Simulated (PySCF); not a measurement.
C3H7ClSi. Atoms are numbered in the order given.

```xyz
12

C     -3.2209     0.5869    -0.5081
C     -1.9173    -0.1254    -0.3874
C     -0.8949     0.2311     0.4064
Si     0.6797    -0.7394     0.4796
Cl     2.2724     0.4043    -0.2129
H     -3.3925     0.9091    -1.5488
H     -3.2677     1.4712     0.1433
H     -4.0579    -0.0833    -0.2501
H     -1.8088    -1.0202    -1.0174
H     -1.0041     1.1298     1.0285
H      0.5565    -1.9446    -0.3892
H      1.0270    -1.1394     1.8731
```
Charge 0, spin multiplicity 1.

Geometry: PBE0-D3(BJ)/def2-SVP. The structure was generated by enumeration; whether it is a known compound was not checked. The values are those of a single conformer.

Level of theory: PySCF with PBE0/pcSseg-1.

GIAO shieldings, no solvent; atoms listed in one row are averaged. δ = σ(ref) − σ: ¹³C against TMS (σ = 186.3 ppm); ²⁹Si against TMS (σ = 352.7 ppm); ³⁵Cl against HCl (σ = 945.9 ppm); ¹H against TMS (σ = 31.56 ppm), references at their B3LYP-D3(BJ)/def2-TZVP geometries, non-relativistic (without spin–orbit terms, shifts of atoms bonded to Cl or Br come out too high).

Computed chemical shifts:
| nucleus | atoms | count | δ (ppm) |
|---|---|---|---|
| ¹³C | C2 | 1 | 162.6 |
| ¹³C | C3 | 1 | 133.5 |
| ¹³C | C1 | 1 | 27.7 |
| ²⁹Si | Si4 | 1 | -9.6 |
| ³⁵Cl | Cl5 | 1 | -28.9 |
| ¹H | H9 | 1 | 6.85 |
| ¹H | H10 | 1 | 6.30 |
| ¹H | H12 | 1 | 5.57 |
| ¹H | H11 | 1 | 5.29 |
| ¹H | H6, H7, H8 | 3 | 2.27 |
